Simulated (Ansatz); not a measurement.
Reaction (redistribution): `O[Si](O)([SiH3])Cl` + `N[SiH2]S` → `N[Si](O)([SiH3])Cl` + `O[SiH2]S`

Gas-phase electronic energies from Ansatz, PBE0-D4/def2-TZVP geometries. CCSD(T)/CBS adds triple-zeta CCSD(T) − MP2 to the extrapolated MP2 energy (def2 sets, frozen cores). DFT in def2-TZVPP. One conformer a species, not always the lowest.

```
             level  ΔE (kJ/mol)  difference from CCSD(T)/CBS
         revPBE-D4          0.3                         -1.2
         r2SCAN-D4          1.1                         -0.4
               PBE          1.0                         -0.5
            r2SCAN          1.3                         -0.2
           r2SCAN0          1.9                          0.4
             BHLYP          2.9                          1.4
           LC-ωPBE          1.9                          0.4
       HF/def2-SVP          3.4                          1.9
     HF/def2-TZVPP          4.1                          2.6
SCS-MP2/def2-TZVPP          0.8                         -0.7
       CCSD(T)/CBS          1.5                            0
```

Largest T1 diagnostic among the species: 0.012.

In def2-TZVPP, CCSD(T) changes the Hartree–Fock value by −3.4 kJ/mol (the triples alone add −0.6 kJ/mol) and MP2 by −4.0 kJ/mol. Leaving LDA and LC-ωPBE aside and taking each functional with its dispersion term where it has one, the values, not all of them listed here, spread over 1.9 kJ/mol, from revPBE-D4 to BHLYP-D4.

CCSD(T)/CBS has its own doubt, a few kJ/mol and more with outer-core shells, so smaller differences from it don't rank the levels.
